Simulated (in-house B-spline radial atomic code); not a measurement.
Configurations of Cu³⁺, with energies counted from [Ar] 3d8. Method: non-relativistic CAM-B3LYP, spin-polarised, spherical fractional occupations, exact exchange averaged over the configuration, point nucleus. Calculated with an all-electron radial atomic-structure program (B-spline basis). Shells without spins written out take the highest spin.

Occupations are held fixed; configurations that lie above the ionisation limit could autoionise.

| configuration | E - E(ref) (eV) | highest orbital | its <r> (bohr) |
| --- | --- | --- | --- |
| [Ar] 3d7 4d1 | 36.151 | 4d up | 3.048 |
| [Ar] 3d7 4f1 | 44.173 | 4f up | 4.276 |
| [Ne] 3s2 3p5 3d9 | 68.905 | 3d down | 0.8576 |
| [Ne] 3s2 3p5 3d8 4d1 | 105.4 | 4d up | 3.039 |

Order these further configurations by energy, lowest first.
A. [Ne] 3s2 3p5 3d8 4p1
B. [Ar] 3d7 4s1
C. [Ne] 3s2 3p5 3d8 4f1
D. [Ar] 3d7 4p1
E. [Ne] 3s2 3p5 3d8 4s1

B (15.328 eV), D (24.016 eV), E (84.491 eV), A (93.207 eV), C (113.47 eV).
